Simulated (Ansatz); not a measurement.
`OB(O)F` + `BCB(C)O` → `BCB(O)F` + `CB(O)O`  (redistribution)

Computed with Ansatz on PBE0-D4/def2-TZVP structures; ΔE is electronic, products minus reactants. CBS: MP2 limit from def2 TZ/QZ plus the TZ coupled-cluster correction, frozen cores. This one scheme is used for every species. Functionals use def2-TZVPP. HSE06 is defined as in plane-wave codes. Each species was taken in one conformer, which may not be the lowest.

`OB(O)F`:

Z-matrix (Å, degrees):
```
B
O 1 1.352
F 1 1.333 2 117.9
O 1 1.360 2 121.6 3 180.0
H 2 0.960 1 112.5 3 -180.0
H 4 0.960 1 113.1 2 -180.0
```

`BCB(C)O`:

Cartesian coordinates in Å:
```
B 0.264 1.791 -0.521
C -0.721 0.852 0.197
B -0.194 -0.619 -0.145
C 0.645 -1.457 0.874
O -0.464 -1.174 -1.358
H 1.258 2.182 0.022
H 0.095 2.089 -1.671
H -1.739 0.935 -0.199
H -0.715 0.968 1.283
H 1.035 -2.382 0.446
H 0.026 -1.716 1.741
H 1.478 -0.869 1.272
H -0.969 -0.601 -1.941
```

`BCB(O)F`:

```xyz
10

B    -1.158   -0.683   -0.415
C    -0.521    0.487    0.367
B     1.017    0.143    0.517
O     1.906    0.146   -0.502
F     1.504   -0.188    1.707
H    -1.020   -0.754   -1.605
H    -1.743   -1.565    0.142
H    -0.941    0.644    1.361
H    -0.560    1.412   -0.220
H     1.516    0.359   -1.353
```

`CB(O)O`:

Cartesian coordinates in Å:
```
C -0.104 -0.123 -1.232
B 0.010 0.016 0.323
O -0.728 0.987 0.948
O 0.858 -0.825 0.995
H -1.083 0.187 -1.599
H 0.637 0.529 -1.709
H 0.104 -1.140 -1.567
H -0.608 1.054 1.898
H 0.915 -0.686 1.943
```

Question: Is it downhill or uphill in electronic energy at CCSD(T)/CBS, and by how much? (Best estimate.)

Answer: Ansatz gave: Uphill: ΔE = +4.7 kJ/mol.

Question: What do these levels give: revPBE-D4, PBE0-D4, r2SCANh-D4, BHLYP-D4, ωB97X-V, r2SCAN0, HSE06, CAM-B3LYP, LC-ωPBE, CCSD/def2-TZVPP, MP2/def2-QZVPP, MP2/CBS(def2)? (Best estimate.)

Answer: Computed: revPBE-D4 4.8, PBE0-D4 5.4, r2SCANh-D4 5.5, BHLYP-D4 5.5, ωB97X-V 3.5, r2SCAN0 5.6, HSE06 4.1, CAM-B3LYP 2.3, LC-ωPBE 3.3, CCSD/def2-TZVPP 5.2, MP2/def2-QZVPP 5.6, MP2/CBS(def2) 5.5 kJ/mol.

Largest T1 diagnostic among the species: 0.013.

Leaving LDA and LC-ωPBE aside and taking each functional with its dispersion term where it has one, the values, not all of them listed here, spread over 3.1 kJ/mol, from BLYP-D4 to r2SCAN0-D4. From BLYP to BHLYP (50 % exact exchange), in def2-TZVPP and without D4, ΔE moves by +3.5 kJ/mol.
